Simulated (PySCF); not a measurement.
## Electron correlation in Cu (copper, neutral)

[Ar] 3d10 4s1, 2S determinant. Calculation: PySCF 2.14, in cc-pVDZ-DK; scalar relativity by spin-free X2C-1e. Frozen: [Ar]; 11 electrons correlated.

MP2 pair energies summed by pair of shells (mhartree):

| pair | energy | share (%) |
| --- | --- | --- |
| 3d-3d | -424.89 | 95.5 |
| 3d-4s | -20.00 | 4.5 |

Total MP2 correlation energy: -444.89 mhartree.

Same-spin part -170.19 and opposite-spin part -274.70 mhartree; SCS-MP2 scales them by 1/3 and 6/5 to -386.37 mhartree.

```
  level  correlation energy (mhartree)
   CCSD                        -385.02
    (T)                         -11.77
CCSD(T)                        -396.79
```

Diagnostics: T1 = 0.022, D1 = 0.0593, largest double amplitude 0.023.

Cost of the coupled-cluster step: 2.2 s of wall time on 1 thread of Neoverse-N1 (shared host), for 11 correlated electrons.

Iterations:

```
CC2 = 0
CCSD nocc = (np.int64(6), np.int64(5)), nmo = (34, 34)
frozen orbitals [[0, 1, 2, 3, 4, 5, 6, 7, 8], [0, 1, 2, 3, 4, 5, 6, 7, 8]]
max_cycle = 100
direct = 0
conv_tol = 1e-08
conv_tol_normt = 1e-06
diis_space = 8
diis_start_cycle = 0
Init t2, MP2 energy = -0.44488876760713
Init E_corr(UCCSD) = -0.444888767611645
cycle = 1  E_corr(UCCSD) = -0.357348268409269  dE = 0.0875404992  norm(t1,t2) = 0.144502
cycle = 2  E_corr(UCCSD) = -0.39554049819617  dE = -0.0381922298  norm(t1,t2) = 0.0836029
cycle = 3  E_corr(UCCSD) = -0.384893983165132  dE = 0.010646515  norm(t1,t2) = 0.0579811
cycle = 4  E_corr(UCCSD) = -0.384221310315791  dE = 0.000672672849  norm(t1,t2) = 0.00772599
cycle = 5  E_corr(UCCSD) = -0.385001952503359  dE = -0.000780642188  norm(t1,t2) = 0.00197701
cycle = 6  E_corr(UCCSD) = -0.385043332394311  dE = -4.1379891e-05  norm(t1,t2) = 0.0004185
cycle = 7  E_corr(UCCSD) = -0.385024162213921  dE = 1.91701804e-05  norm(t1,t2) = 0.00013947
cycle = 8  E_corr(UCCSD) = -0.385011963434736  dE = 1.21987792e-05  norm(t1,t2) = 5.18271e-05
cycle = 9  E_corr(UCCSD) = -0.385015812904778  dE = -3.84947004e-06  norm(t1,t2) = 1.50934e-05
cycle = 10  E_corr(UCCSD) = -0.385016582661523  dE = -7.69756745e-07  norm(t1,t2) = 4.21257e-06
cycle = 11  E_corr(UCCSD) = -0.38501657053218  dE = 1.21293431e-08  norm(t1,t2) = 1.10069e-06
cycle = 12  E_corr(UCCSD) = -0.385016574251259  dE = -3.71907904e-09  norm(t1,t2) = 2.01019e-07
UCCSD converged
E(UCCSD) = -1653.533432406386  E_corr = -0.3850165742512586
UCCSD(T) correction = -0.0117709424984569
```
